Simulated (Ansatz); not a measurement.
SiH₃ClO₂, closed shell: a relaxation.

Input (in.yaml):

```yaml
crystal:
  periodic: [false, false, false]
  atoms:
    - {symbol: Si, position_ang: [-0.571066, 0.239048, 0.376150]}
    - {symbol: O, position_ang: [1.101160, 0.078665, -0.389843]}
    - {symbol: O, position_ang: [-1.089234, 0.606771, -1.039716]}
    - {symbol: H, position_ang: [0.415670, 0.292856, -1.199229]}
    - {symbol: H, position_ang: [-0.425158, 1.187876, 1.490600]}
    - {symbol: Cl, position_ang: [-0.912555, -1.598201, 1.211546]}
    - {symbol: H, position_ang: [1.481383, -0.807216, -0.449608]}
basis:
  gaussian: {orbitals: 6-31G}
hamiltonian: {xc: pbe0, dispersion: d4}
relax: {f_tol: 0.01, max_steps: 60, escape_saddle: true}
```

Command:

```bash
ansatz run in.yaml --threads 2 --pin off --events-out ev --progress --plain --max-ram 4352MiB
```

Output of Ansatz 0.2.0:

```
Error: invalid value for `relax.escape_saddle`: a Gaussian basis doesn't support `true`; leave it out, and run phonons on the result
```

The run took about 0.05 s on 2 CPU threads of an Arm Neoverse V2 (shared host).


The program refused the input.